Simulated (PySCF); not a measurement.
Worked example: oscillator strength and radiative lifetime

Si(H)2(OH)2 (H₄O₂Si), SMILES O[SiH2]O.

Geometry optimised at r2SCAN-D4/def2-TZVP. One conformer was computed; it need not be the lowest.

TDA-M06-2X/def2-SVPD in PySCF puts the first singlet state with f over 0.02 at 8.36 eV (vertical), with the transition dipole (0.000, 0.000, -0.347) in atomic units.

### Question
Find the oscillator strength, the wavelength and the radiative lifetime that this transition would have in vacuum if emission retraced absorption.

### Answer

|μ|² = 0.1204 au, so |μ| = 0.88 D. ΔE = 8.36/27.211 = 0.3072 hartree. f = (2/3) ΔE |μ|² = 0.025 (the program prints 0.025).
λ = 1239.84/8.36 = 148 nm; ν = 67428 cm⁻¹.
Einstein's coefficient A = 0.6670 ν² f s⁻¹ (ν in cm⁻¹) = 7.5e7 s⁻¹, so τ = 1/A = 13 ns. This state is S2; the lower singlet has f = 0.005. The figure is the radiative limit of this one transition; relaxation, internal conversion, crossing to triplets and a medium change what is measured.
